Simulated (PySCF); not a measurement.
PBE0 beside CCSD(T) along the second period: bonds to Y

PBE0 and CCSD(T) in PySCF with def2-TZVPP on every atom (core potentials on Y), for the lowest determinant that a PBE0 search found; no spin–orbit coupling.

```tsv
molecule	state (unpaired electrons)	PBE0 Re (Å)	PBE0 ωe (cm⁻¹)	PBE0 De (eV)	CCSD(T) Re (Å)	CCSD(T) ωe (cm⁻¹)	CCSD(T) De (eV)
YB	quintet (σ ↑↑, π ↑↑)	2.215	591	2.56	?	?	?
YC	quartet (σ ↑↑, π ↑)	1.999	741	3.69	2.036	696	3.22
YO	doublet (σ ↑)	1.782	898	7.18	1.808	851	6.97
YF	singlet (closed shell)	1.922	643	6.78	1.944	627	6.96
```

(1) Estimate the CCSD(T) values of YB by adding the mean shift from PBE0 to CCSD(T) of the other rows, and compare with the calculation.

(2) What are the mean differences of PBE0 from CCSD(T) over the whole series?

In a basis of this size CCSD(T) is itself not converged; it tends to give bonds that are too long and too weak.

Correlated steps freeze 1 core orbital. UHF and ROHF references stand side by side, which adds small steps between rows. The metal atom is held in its measured ground configuration; semilocal functionals can put another filling of s and d lower by some tenths of an eV, and De to that atom would be smaller. Spin–orbit coupling is left out, which matters for elements this heavy, above all for dissociation energies. Where the molecule has an RHF reference, its open-shell atoms are computed with UHF. The CCSD T1 diagnostic is raised in YB, YC, a sign that a single reference may not be enough there. The state is the lowest single determinant that the PBE0 search found; with open d or f shells the true ground state can be another one.

Results:

(1) The mean shifts are +2.8 pm, -36 cm⁻¹ and -0.17 eV, which give 2.243 Å, 555 cm⁻¹ and 2.39 eV. CCSD(T)/def2-TZVPP gives Re = 2.231 Å, ωe = 589 cm⁻¹, De = 2.00 eV.

(2) Re -2.5 pm, ωe +28 cm⁻¹, De +0.27 eV.
